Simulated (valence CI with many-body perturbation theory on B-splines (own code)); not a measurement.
Mo3+: E2, M1 decay

Calculated by relativistic CI+MBPT: three valence electrons over a frozen Dirac-Fock core [Kr], radial functions for each j: 9 s, 9 p, 10 d, 8 f, 5 g, 3 h, 1 i, with the one-electron correlation potential Σ1 (screened to all orders), the two-electron term Σ2, the three-electron term Σ3, Breit, model QED; selected single and double excitations, second order for the rest, scaled by the run's own slope (own B-spline code, finite nucleus).

Set against measurement, 64 paired levels are off by 549 cm⁻¹ on average, the worst by 1913. These come from a selection out of Sugar and Musgrove, J. Phys. Chem. Ref. Data 17, 155 (1988). Levels without a partner in it may be off by more, other configurations by 1,000 to 8,000 cm⁻¹.

Lines 1 to 50 of 112 in falling wavelength, among levels below 16.157 eV, chosen from the decays that carry over 1 % of a level's rate. Wavelengths and rates use the calculated energies, so an error of 500 cm⁻¹ moves a line at 37890 Å by 19 % and its rate by three times that or more. Electric multipoles are in the length gauge, E1 and E2 with the static RPA response of the core. Weak lines are less certain than strong ones. Lines between different terms over intervals too small for the method are left out, as are lines whose strength nearly cancels and 8 of this kind that miss the measured wavelength by over 7 %. Branching is blank where the lifetime is uncertain.

Names give the largest LS component (configuration and term), which can be under half, so a name can repeat, a term be missing and a line seem to break the LS rules; names also repeat where a configuration has a term twice. Letters in brackets count levels of one name in rising energy.

```tsv
λ vac (Å)	λ from measured levels	Upper	Lower	Type	A (s⁻¹)	Branch %
1.292e+05	1.285e+05	4d3 4F_5/2	4d3 4F_3/2	M1	1.99e-02	100.0
1.024e+05	1.019e+05	4d3 4F_7/2	4d3 4F_5/2	M1	4.02e-02	100.0
90260	90510	4d3 4F_9/2	4d3 4F_7/2	M1	3.65e-02	100.0
79310	78040	4d3 4P_5/2	4d3 4P_3/2	M1	2.80e-02	36.1
37890	37970	4d3 2D_5/2 [a]	4d3 2P_3/2	M1	9.78e-02	7.6
37810	39010	4d3 2P_3/2	4d3 4P_5/2	M1	4.35e-02	3.6
36550	36240	4d3 2D_3/2 [a]	4d3 2P_1/2	M1	8.87e-02	6.0
34150	34110	4d3 2D_3/2 [a]	4d3 2P_3/2	M1	2.02e-01	13.7
28720	27140	4d3 2H_9/2	4d3 2G_9/2	M1	1.66e-01	40.3
26240	24710	4d3 2H_11/2	4d3 2G_9/2	M1	1.14e-01	95.0
25600	26010	4d3 2P_3/2	4d3 4P_3/2	M1	2.16e-01	17.6
25560	26060	4d3 2P_3/2	4d3 4P_1/2	M1	8.58e-02	7.0
24360	24940	4d3 2P_1/2	4d3 4P_1/2	M1	3.31e-01	94.4
23970	22650	4d3 2H_9/2	4d3 2G_7/2	M1	1.46e-01	35.6
18920	19240	4d3 2D_5/2 [a]	4d3 4P_5/2	M1	5.63e-02	4.4
17940	18200	4d3 2D_3/2 [a]	4d3 4P_5/2	M1	1.70e-01	11.6
11920	12060	4d3 2F_5/2	4d3 2D_5/2 [a]	M1	1.97e-02	3.2
11330	11470	4d3 2G_7/2	4d3 4F_9/2	M1	8.68e-03	1.8
10510	10590	4d3 2G_9/2	4d3 4F_9/2	M1	4.63e-01	66.9
10060	10180	4d3 2G_7/2	4d3 4F_7/2	M1	2.22e-01	46.2
9486	10150	4d3 4P_5/2	4d3 4F_7/2	E2	1.18e-02	15.2
9486	10150	4d3 4P_5/2	4d3 4F_7/2	M1	7.57e-03	9.8
9412	9478	4d3 2G_9/2	4d3 4F_7/2	M1	2.25e-01	32.6
9163	9257	4d3 2G_7/2	4d3 4F_5/2	M1	2.49e-01	51.9
9070	9673	4d3 4P_1/2	4d3 4F_3/2	E2	3.87e-02	67.3
9070	9673	4d3 4P_1/2	4d3 4F_3/2	M1	1.96e-03	3.4
9065	9154	4d3 2F_5/2	4d3 2P_3/2	E2	7.31e-03	1.2
9065	9680	4d3 4P_3/2	4d3 4F_3/2	M1	3.06e-02	
9065	9680	4d3 4P_3/2	4d3 4F_3/2	E2	7.43e-03	
8682	9230	4d3 4P_5/2	4d3 4F_5/2	E2	4.01e-03	5.2
8682	9230	4d3 4P_5/2	4d3 4F_5/2	M1	4.00e-03	5.2
7693	7616	4d3 2H_9/2	4d3 4F_9/2	M1	6.04e-02	14.7
7530	8015	4d3 2F_7/2	4d3 2G_9/2	E2	7.64e-02	9.8
7530	8015	4d3 2F_7/2	4d3 2G_9/2	M1	7.44e-02	9.6
7503	7411	4d3 2H_11/2	4d3 4F_9/2	M1	5.37e-03	4.5
7357	7819	4d3 2F_5/2	4d3 2G_9/2	E2	7.45e-03	1.2
7312	7414	4d3 2F_5/2	4d3 4P_5/2	M1	1.06e-02	1.7
7159	7572	4d3 2F_7/2	4d3 2G_7/2	M1	2.27e-01	29.3
7159	7572	4d3 2F_7/2	4d3 2G_7/2	E2	9.77e-03	1.3
7088	7025	4d3 2H_9/2	4d3 4F_7/2	M1	3.84e-02	9.3
7060	7464	4d3 2P_3/2	4d3 4F_5/2	M1	5.15e-01	42.1
7002	7397	4d3 2F_5/2	4d3 2G_7/2	M1	1.38e-01	22.6
7002	7397	4d3 2F_5/2	4d3 2G_7/2	E2	1.16e-01	19.0
6966	7369	4d3 2P_1/2	4d3 4F_5/2	E2	8.41e-03	2.4
6933	7235	4d3 2D_5/2 [b]	4d3 2F_5/2	M1	5.83e-01	5.9
6786	7075	4d3 2D_5/2 [b]	4d3 2F_7/2	M1	3.47e-01	3.5
6786	7075	4d3 2D_5/2 [b]	4d3 2F_7/2	E2	2.68e-01	2.7
6783	7077	4d3 2D_3/2 [b]	4d3 2F_5/2	M1	3.78e-01	3.7
6783	7077	4d3 2D_3/2 [b]	4d3 2F_5/2	E2	2.68e-01	2.6
6695	7054	4d3 2P_3/2	4d3 4F_3/2	M1	3.42e-01	28.0
```
